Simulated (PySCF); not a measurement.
**C₆ coefficients of unlike pairs at UHF**

Calculated with PySCF 2.14 from the dipole response of each species, C₆(A,B) = (3/π) ∫ α_A(iu) α_B(iu) du, in atomic units, from isotropic polarisabilities. For ions this is the dispersion term alone; charge-induced terms of lower order in 1/R come first.

```
species                configuration                                                                 basis      relativity  α (bohr³)  C₆ (like pair)
   Si²⁺                [Ne] 3s2 (1S)                                             aug-cc-pVTZ-DK (6s5p3d2f)   spin-free X2C      12.38           43.71
   Rh²⁺                [Kr] 4d7 (4F)                               aug-cc-pVDZ-PP with ECP28MDF (5s5p4d2f)  core potential      6.447           33.75
    In⁺           [Kr] 4d10 5s2 (1S)                                       aug-cc-pwCVTZ-DK3 (10s9p7d4f1g)   spin-free X2C      29.61           211.3
     Bi  [Xe] 4f14 5d10 6s2 6p3 (4S)  def2-QZVPPD with the def2 core potential (60 electrons) (8s6p5d4f1g)  core potential      50.16           608.6
```

Task: Estimate C₆ for Bi with Si²⁺.

Result: The integral gives 162.5. The combination rule 2 C_A C_B / (C_A α_B/α_A + C_B α_A/α_B) gives 162.5 and the geometric mean 163.1.

No spin-orbit coupling is included, so Bi, close to jj coupling, stand for model states.

The other pairs:

```tsv
pair	C₆
Bi, Rh²⁺	125.7
In⁺, Rh²⁺	75.02
Rh²⁺, Si²⁺	33.28
Bi, In⁺	358.2
In⁺, Si²⁺	95.36
```
